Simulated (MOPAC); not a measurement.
Job for MOPAC: PM6 on C2H8S (a complex), monomers drawn apart or pushed together.

```
PM6 1SCF PRECISE CHARGE=0 THREADS=1
C2H8S

C     -0.05253314 1     0.07524439 1    -0.09987776 1
H     -1.11684466 1     0.02075430 1     0.12847562 1
H      0.49353200 1     0.40839097 1     0.78163316 1
H      0.30373735 1    -0.90909669 1    -0.40184656 1
H      0.10475973 1     0.78045081 1    -0.91489445 1
C     -0.25340373 1    -1.28978592 1     3.93374537 1
S      0.25804051 1     0.41736716 1     4.31448977 1
H     -0.27557682 1    -1.46340217 1     2.86020467 1
H      0.49875900 1    -1.93781352 1     4.38050393 1
H     -1.22097213 1    -1.51931474 1     4.37503795 1
H     -0.76057926 1     1.03668336 1     3.69650503 1
```

The log:

```
*******************************************************************************
 **                                                                           **
 **                              MOPAC v23.2.5                                **
 **                                                                           **
 *******************************************************************************
 ** MOPAC's Digital Object Identifier: https://doi.org/10.5281/zenodo.6511958 **
 **                                                                           **
 ** Please cite the open-source release paper for use of this MOPAC version:  **
 ** J. E. Moussa and J. J. P. Stewart (2026)                                  **
 ** MOPAC: An open-source semiempirical molecular orbital program             **
 ** J. Open Source Softw., 11(119), 8025, https://doi.org/10.21105/joss.08025 **
 *******************************************************************************

                              PM6 CALCULATION RESULTS

 *******************************************************************************
 *  PM6        - The PM6 Hamiltonian to be used
 *
 *
 *
 *                 CHARGE ON SYSTEM = 0
 *
 *
 *
 *  PRECISE    - TIGHTER CRITERIA TO BE USED
 *  1SCF       - DO 1 SCF AND THEN STOP
 *  THREADS=1  - MULTI-THREADING NOT USED
 *  T=         - A TIME OF 172800.0 SECONDS REQUESTED
 *  DUMP=N     - RESTART FILE WRITTEN EVERY 7200.0 SECONDS REQUESTED
 *******************************************************************************
PM6 1SCF PRECISE CHARGE=0 THREADS=1
 C2H8S

   ATOM   CHEMICAL          X               Y               Z
  NUMBER   SYMBOL      (ANGSTROMS)     (ANGSTROMS)     (ANGSTROMS)

     1       C         -0.05253314  *   0.07524439  *  -0.09987776  *
     2       H         -1.11684466  *   0.02075430  *   0.12847562  *
     3       H          0.49353200  *   0.40839097  *   0.78163316  *
     4       H          0.30373735  *  -0.90909669  *  -0.40184656  *
     5       H          0.10475973  *   0.78045081  *  -0.91489445  *
     6       C         -0.25340373  *  -1.28978592  *   3.93374537  *
     7       S          0.25804051  *   0.41736716  *   4.31448977  *
     8       H         -0.27557682  *  -1.46340217  *   2.86020467  *
     9       H          0.49875900  *  -1.93781352  *   4.38050393  *
    10       H         -1.22097213  *  -1.51931474  *   4.37503795  *
    11       H         -0.76057926  *   1.03668336  *   3.69650503  *



          CARTESIAN COORDINATES

    NO.       ATOM           X           Y           Z

     1         C         -0.0525      0.0752     -0.0999
     2         H         -1.1168      0.0208      0.1285
     3         H          0.4935      0.4084      0.7816
     4         H          0.3037     -0.9091     -0.4018
     5         H          0.1048      0.7805     -0.9149
     6         C         -0.2534     -1.2898      3.9337
     7         S          0.2580      0.4174      4.3145
     8         H         -0.2756     -1.4634      2.8602
     9         H          0.4988     -1.9378      4.3805
    10         H         -1.2210     -1.5193      4.3750
    11         H         -0.7606      1.0367      3.6965

 General Reference for PM6:
 "Optimization of Parameters for Semiempirical Methods V: Modification of NDDO Approximations
 and Application to 70 Elements", J. J. P. Stewart, J. Mol. Mod., 13, 1173-1213 (2007)
 URL: https://link.springer.com/article/10.1007/s00894-007-0233-4

           Empirical Formula: C2 H8 S  =    11 atoms



      MOLECULAR POINT GROUP   :   C1


      RHF CALCULATION, NO. OF DOUBLY OCCUPIED LEVELS = 11


 -------------------------------------------------------------------------------
 PM6 1SCF PRECISE CHARGE=0 THREADS=1
 C2H8S



     1SCF WAS SPECIFIED, SO BFGS WAS NOT USED
     SCF FIELD WAS ACHIEVED


                              PM6 CALCULATION
                                                       MOPAC v23.2.5 Linux




          FINAL HEAT OF FORMATION =        -15.57927 KCAL/MOL =     -65.18367 KJ/MOL


          COSMO AREA              =        128.33 SQUARE ANGSTROMS
          COSMO VOLUME            =        109.87 CUBIC ANGSTROMS

          IONIZATION POTENTIAL    =          8.963596 EV
          HOMO LUMO ENERGIES (EV) =         -8.964  0.474
          NO. OF FILLED LEVELS    =         11
          MOLECULAR WEIGHT        =         64.1452         POINT GROUP:  C1

          MOLECULAR DIMENSIONS (Angstroms)

            Atom       Atom       Distance
            H     9    H     5     5.96535
            H    11    H     4     3.81141
            S     7    H    10     2.00690


          SCF CALCULATIONS        =          1





   ATOM   CHEMICAL          X               Y               Z
  NUMBER   SYMBOL      (ANGSTROMS)     (ANGSTROMS)     (ANGSTROMS)

     1       C         -0.05253314  *   0.07524439  *  -0.09987776  *
     2       H         -1.11684466  *   0.02075430  *   0.12847562  *
     3       H          0.49353200  *   0.40839097  *   0.78163316  *
     4       H          0.30373735  *  -0.90909669  *  -0.40184656  *
     5       H          0.10475973  *   0.78045081  *  -0.91489445  *
     6       C         -0.25340373  *  -1.28978592  *   3.93374537  *
     7       S          0.25804051  *   0.41736716  *   4.31448977  *
     8       H         -0.27557682  *  -1.46340217  *   2.86020467  *
     9       H          0.49875900  *  -1.93781352  *   4.38050393  *
    10       H         -1.22097213  *  -1.51931474  *   4.37503795  *
    11       H         -0.76057926  *   1.03668336  *   3.69650503  *

                             CARTESIAN COORDINATES

   1    C       -0.052533140     0.075244390    -0.099877760
   2    H       -1.116844660     0.020754300     0.128475620
   3    H        0.493532000     0.408390970     0.781633160
   4    H        0.303737350    -0.909096690    -0.401846560
   5    H        0.104759730     0.780450810    -0.914894450
   6    C       -0.253403730    -1.289785920     3.933745370
   7    S        0.258040510     0.417367160     4.314489770
   8    H       -0.275576820    -1.463402170     2.860204670
   9    H        0.498759000    -1.937813520     4.380503930
  10    H       -1.220972130    -1.519314740     4.375037950
  11    H       -0.760579260     1.036683360     3.696505030


           Empirical Formula: C2 H8 S  =    11 atoms



      MOLECULAR POINT GROUP   :   C1


                  EIGENVALUES
 -29.95745 -25.14409 -23.51960 -15.10916 -14.69618 -13.71163 -13.69382 -13.66998
 -13.22698 -11.17325  -8.96360   0.47354   1.21908   2.51087   2.57776   2.63368
   2.96517   3.85976   5.31560   5.37301   5.90959   5.93882   5.97968   6.15711
   7.16647


              NET ATOMIC CHARGES AND DIPOLE CONTRIBUTIONS

  ATOM NO.   TYPE          CHARGE      No. of ELECS.   s-Pop       p-Pop       d-Pop
    1          C          -0.658376        4.6584     1.07985     3.57852
    2          H           0.160502        0.8395     0.83950
    3          H           0.169159        0.8308     0.83084
    4          H           0.163404        0.8366     0.83660
    5          H           0.165316        0.8347     0.83468
    6          C          -0.491448        4.4914     1.09985     3.39160
    7          S          -0.206786        6.2068     1.92333     4.15005     0.13340
    8          H           0.172758        0.8272     0.82724
    9          H           0.178820        0.8212     0.82118
   10          H           0.171251        0.8287     0.82875
   11          H           0.175400        0.8246     0.82460
 DIPOLE           X         Y         Z       TOTAL
 POINT-CHG.    -1.076    -0.609    -0.714     1.428
 HYBRID        -0.047    -0.411    -0.039     0.415
 SUM           -1.123    -1.020    -0.753     1.693


          ATOMIC ORBITAL ELECTRON POPULATIONS

     Atom    s        px        py        pz      x^2-y^2     xz        z^2       yz        xy
    1  C   1.07985   1.18947   1.19326   1.19579
    2  H   0.83950
    3  H   0.83084
    4  H   0.83660
    5  H   0.83468
    6  C   1.09985   1.18027   1.02826   1.18307
    7  S   1.92333   1.42308   0.95820   1.76878   0.02318   0.02671   0.01255   0.02425   0.04671
    8  H   0.82724
    9  H   0.82118
   10  H   0.82875
   11  H   0.82460

 **********************
 *                    *
 * JOB ENDED NORMALLY *
 *                    *
 **********************




 == MOPAC DONE ==
```

The run finished.

Cost: about 0.03 core-seconds (a rough figure).
